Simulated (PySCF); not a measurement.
# Low-lying terms of Pd²⁸⁺ (palladium, charge +28)

Ground state [Ar], ¹S. Calculation: PySCF 2.14, in an even-tempered Gaussian basis (20 s from 0.624 bohr⁻², ratio 2.5; 14 p from 0.8 bohr⁻², ratio 2.5; 6 d from 1.22 bohr⁻², ratio 2.7; 3 f from 36 bohr⁻², ratio 2.7); scalar relativity by spin-free X2C-1e. Vertical excitation energies in eV without spin-orbit coupling; excited terms of each kind are numbered among those the solver found. Frozen: [Ne].

```csv
term,leading excitation,EOM-EE-CCSD
1 3P°,3p → d,144.93
1 3F°,3p → d,150.55
1 1D°,3p → d,159.23
1 3D°,3p → d,159.54
1 1F°,3p → d,159.80
1 1P°,3p → d,193.54
1 3D,3s → d,268.14
1 1D,3s → d,273.64
```

The spin-orbit splitting of the hole, absent here, rivals or exceeds the spacing of these terms, so the LS terms are model states.

The solver can miss terms. The 29 highest virtual orbitals were dropped.
